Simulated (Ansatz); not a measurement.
`C[SiH2][AlH][F]`. Total charge 0; spin multiplicity 1.

Z-matrix (Å, degrees):
```
C
Si 1 1.882
H 1 1.092 2 110.6
H 1 1.092 2 111.0 3 -120.0
H 1 1.092 2 111.0 3 120.0
Al 2 2.453 1 113.1 3 -179.7
H 2 1.493 1 109.7 3 58.4
H 2 1.493 1 109.6 3 -58.0
F 6 1.655 2 117.3 1 -177.8
H 6 1.586 2 127.4 1 2.4
```

Q: List the harmonic frequencies (cm⁻¹, unscaled) at PBE0-D4/def2-TZVP in Ansatz. (An estimate is asked.)

A: Ansatz gave: 22, 99, 150, 189, 313, 389, 464, 604, 629, 676, 711, 822, 881, 888, 928, 1277, 1452, 1454, 1921, 2186, 2190, 3054, 3139, 3139.

Q: Is this a minimum?

A: Yes, all 24 modes are real.

Q: Give the ideal-gas thermochemistry at 298.15 K and 1 bar (rigid rotor, harmonic oscillator; point group Cs, symmetry number 1).

A: Zero-point energy 165.0 kJ/mol; H(298) − E = 187.0 kJ/mol; entropy 360.8 J/(mol·K), of which translation 165.3, rotation 111.6, vibration 84.0; G(298) − E = 79.4 kJ/mol. Modes under 100 cm⁻¹ are hindered rotations or soft bends, so the harmonic entropy is rough.

Q: And at 400, 500, 600, 800 and 1000 K?

A: 
| T (K) | H − E (kJ/mol) | S (J/mol/K) | G − E (kJ/mol) |
| --- | --- | --- | --- |
| 400 | 199.2 | 395.9 | 40.8 |
| 500 | 212.9 | 426.3 | -0.3 |
| 600 | 227.8 | 453.6 | -44.3 |
| 800 | 260.9 | 501.0 | -139.9 |
| 1000 | 297.0 | 541.2 | -244.2 |
